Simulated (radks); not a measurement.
The numbers below are computed, except where a source is named.
Ionisation of neutral cerium, [Xe] 4f1 5d1 6s2, to Ce+, [Xe] 4f1 5d2, under several functionals. Dirac Kohn-Sham, spin-unpolarised, spherical densities, point nucleus; open shells fill j = l - 1/2 first; a radial shooting solver on a logarithmic mesh with Libxc functionals.

functional                                      E(Ce) (hartree)  Exc (hartree)  IE (eV)  -e(HOMO) (eV)  <r> HOMO (bohr)  IE error (eV)
PBEsol                                               -8861.8321      -206.6517    6.131          3.159            2.918         +0.593
LDA (Slater exchange, Perdew-Wang correlation)       -8858.6175      -203.4062    6.380          3.267            2.914         +0.842
exchange-only LDA                                    -8853.0106      -197.7257    5.784          2.288            3.001         +0.245

NIST Atomic Spectra Database: 5.539 eV (measured). Closest: exchange-only LDA. The Delta-SCF values span 0.60 eV, the total energies 8.82 hartree. The highest occupied level is 5d3/2. Spin polarisation and multiplet splitting are left out, so open shells lie too high by an amount that depends on their filling.

Beside tabulated values, note that spin-unpolarised runs miss the spin-polarisation part of the exchange energy of open shells.
